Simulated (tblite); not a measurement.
A tight-binding relaxation on `N(C)[Si](C#C)[SiH2]OC` [radical].

Computed with GFN2-xTB geometry optimisation, gas phase (tblite 0.8.0). Start geometry: from a force field or distance geometry. A driver script takes a list of jobs; this job's settings line and coordinates (Å) are shown.

Command:
```bash
OMP_NUM_THREADS=1 python probes_run.py task.json out
```

Input:
```
{"job": {"kind": "relax", "xc": "GFN2-xTB", "basis": "xTB"}, "charge": 0, "multiplicity": 2}
C     -0.541600     3.439200    -0.065100
C     -0.716500     2.267300     0.184300
Si    -0.948600     0.504300     0.610000
N     -2.135200    -0.140300    -0.585400
C     -2.793000    -1.300900     0.022400
Si     0.921600    -0.648400     0.372400
O      2.336000     0.284300     0.663400
C      3.345900    -0.314600    -0.104300
H     -0.419600     4.480200    -0.289000
H     -2.786500     0.561500    -0.948300
H     -3.038100    -1.994800    -0.815600
H     -3.705000    -0.946100     0.536600
H     -2.147200    -1.795600     0.764900
H      1.056500    -1.264100    -0.966900
H      0.851700    -1.758000     1.358100
H      3.288200     0.207000    -1.082000
H      4.335100    -0.175800     0.318100
H      3.087600    -1.398900    -0.314400
```

Output:
```
step      E/eV     max force
  0    -653.04363    2.248
  1    -653.26397    1.470
  2    -653.35673    3.260
  3    -653.43854    2.478
  4    -653.51753    1.104
  5    -653.59061    0.704
  6    -653.67044    1.178
  7    -653.72857    0.995
  8    -653.78134    0.473
  9    -653.82057    0.424
... (121 lines left out)
131    -654.19369    0.034
132    -654.19380    0.043
133    -654.19394    0.032
134    -654.19401    0.019
135    -654.19405    0.017
136    -654.19408    0.018
137    -654.19412    0.017
138    -654.19417    0.016
139    -654.19421    0.014
140    -654.19424    0.010
```

«max force» is the largest atomic force in eV/Å.

Question: From which step on does the largest force stay under 0.1 eV/Å, and how much energy is left to gain from there?

Answer: From step 84 (0.083 eV/Å), 17.1 meV above the end.

Summary of the converged run: energy lowered by 26.5 kcal/mol over 140 steps; largest atomic force 0.010 eV/Å at the end.

On an Arm Neoverse V2 with one thread, shared host with 96 logical CPUs at a one-minute load of 40, this took 1.0 s wall.
Labels such as C1 count atoms from 1, the log's own numbers from 0.
